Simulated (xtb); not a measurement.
I₄Si (SMILES I[Si](I)(I)I), singlet, at a GFN2-xTB geometry; GFN1-xTB run with xtb 6.7.1.

Here is a job for xtb.
```
$ xtb mol.xyz --gfn 1 --grad --json

# file mol.xyz
5

I      2.21032182    -1.01466435     0.44131595
Si    -0.00000000     0.00000000    -0.00000000
I     -1.44768676    -1.64430040    -1.14468568
I     -1.04249418     0.66686619     2.13970125
I      0.27985912     1.99209856    -1.43633152
```

Predict the main parts of the log of this xtb run.


```
   ID    Z sym.   atoms
    1   53 I      1, 3-5
    2   14 Si     2

           -------------------------------------------------
          |                Calculation Setup                |
           -------------------------------------------------

           -------------------------------------------------
          |                 G F N 1 - x T B                 |
           -------------------------------------------------

          ...................................................
          :                      SETUP                      :
          :.................................................:
          :  # basis functions                  50          :
          :  # atomic orbitals                  45          :
          :  # shells                           15          :
          :  # electrons                        32          :
          :  # halogen bonds                     0          :
          :  max. iterations                   250          :
          :  Hamiltonian                  GFN1-xTB          :
          :  restarted?                      false          :
          :  GBSA solvation                  false          :
          :  PC potential                    false          :
          :  electronic temp.          300.0000000     K    :
          :  accuracy                    1.0000000          :
          :  -> integral cutoff          0.2500000E+02      :
          :  -> integral neglect         0.1000000E-07      :
          :  -> SCF convergence          0.1000000E-05 Eh   :
          :  -> wf. convergence          0.2000000E-04 e    :
          :  Broyden damping             0.4000000          :
          :  net charge                          0          :
          :  unpaired electrons                  0          :
          ...................................................

 iter      E             dE          RMSdq      gap      omega  full diag
   1    -17.8833867 -0.178834E+02  0.661E+00    5.08       0.0  T
   2    -17.8958574 -0.124707E-01  0.382E+00    5.43       1.0  T
   3    -17.8911554  0.470200E-02  0.262E+00    5.11       1.0  T
   4    -17.9181585 -0.270031E-01  0.175E-01    5.29       1.0  T
   5    -17.9181671 -0.861282E-05  0.161E-01    5.27       1.0  T
   6    -17.9183508 -0.183719E-03  0.199E-02    5.28       2.2  T
   7    -17.9183536 -0.280286E-05  0.248E-04    5.28     180.3  T
   8    -17.9183536 -0.161446E-09  0.964E-05    5.28     463.9  T
[...]
         :: total energy             -17.870013822832 Eh    ::
[...]
        19                         -0.1682666              -4.5788
        20                         -0.1682666              -4.5788
        21                         -0.0822005              -2.2368
        22                         -0.0822005              -2.2368
        23                         -0.0659307              -1.7941
        24                         -0.0659307              -1.7941
        25                         -0.0659307              -1.7941
        26                         -0.0541686              -1.4740
        27                         -0.0541686              -1.4740
       ...                                ...                  ...
        45                          0.9533946              25.9432
      -------------------------------------------------------------
                  HL-Gap            0.1940104 Eh            5.2793 eV
             Fermi-level           -0.2979332 Eh           -8.1072 eV

  Mulliken/CM5 charges         n(s)   n(p)   n(d)
     1I    -0.06324 -0.00212   1.987  5.089 -0.013
     2Si    0.25295  0.00848   1.199  1.497  1.051
     3I    -0.06324 -0.00212   1.987  5.089 -0.013
     4I    -0.06324 -0.00212   1.987  5.089 -0.013
     5I    -0.06324 -0.00212   1.987  5.089 -0.013

Wiberg/Mayer (AO) data.
largest (>0.10) Wiberg bond orders for each atom

 ---------------------------------------------------------------------------
     #   Z sym  total        # sym  WBO       # sym  WBO       # sym  WBO
 ---------------------------------------------------------------------------
     1  53 I    1.409 --     2 Si   1.268
     2  14 Si   5.071 --     5 I    1.268     1 I    1.268     3 I    1.268
                             4 I    1.268
     3  53 I    1.409 --     2 Si   1.268
     4  53 I    1.409 --     2 Si   1.268
     5  53 I    1.409 --     2 Si   1.268
 ---------------------------------------------------------------------------

Topologies differ in total number of bonds
Writing topology from bond orders to xtbtopo.mol

 dipole moment from electron density (au)
     X       Y       Z
   0.0000   0.0000  -0.0000  total (Debye):    0.000

           -------------------------------------------------
          | TOTAL ENERGY              -17.870013822832 Eh   |
          | GRADIENT NORM               0.004086751494 Eh/α |
          | HOMO-LUMO GAP               5.279292386531 eV   |
           -------------------------------------------------

normal termination of xtb
```
